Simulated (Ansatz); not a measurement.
Consider the cleavage of the Ge–Si bond: `C[SiH](Cl)[GeH3]` + `NB(O)F` → `NB(F)[O][GeH3]` + `C[SiH2]Cl`.

Computed with Ansatz on PBE0-D4/def2-TZVP structures; ΔE is electronic, products minus reactants. CCSD(T)/CBS adds triple-zeta CCSD(T) − MP2 to the extrapolated MP2 energy (def2 sets, frozen cores). DFT in def2-TZVPP. For Ge outer-core shells are correlated without core-valence functions, which leaves a few kJ/mol of doubt a bond. Scalar relativity is left out up to krypton. Each species was taken in one conformer, which may not be the lowest.

CCSD(T)/CBS gives -0.21 eV.

Problem. Another level gave -0.06 eV. Which?
A. CCSD(T)/def2-TZVPP
B. r2SCAN/def2-TZVPP
C. PBE/def2-TZVPP
D. SCS-MP2/def2-TZVPP

Solution. C. PBE -0.06, CCSD(T)/def2-TZVPP -0.27, r2SCAN -0.18, SCS-MP2/def2-TZVPP -0.37 eV.

Largest T1 diagnostic among the species: 0.012.

From PBE to PBE0 (25 % exact exchange), in def2-TZVPP and without D4, ΔE moves by −0.04 eV. The D4 term adds +0.04 eV with B3LYP and +0.02 eV with PBE0; it sums over pairs of atoms, weighted by their polarisabilities, and B3LYP, whose exchange is more repulsive, gets the larger term.

B3LYP here is the variant with VWN-RPA as its local correlation; programs differ in this.
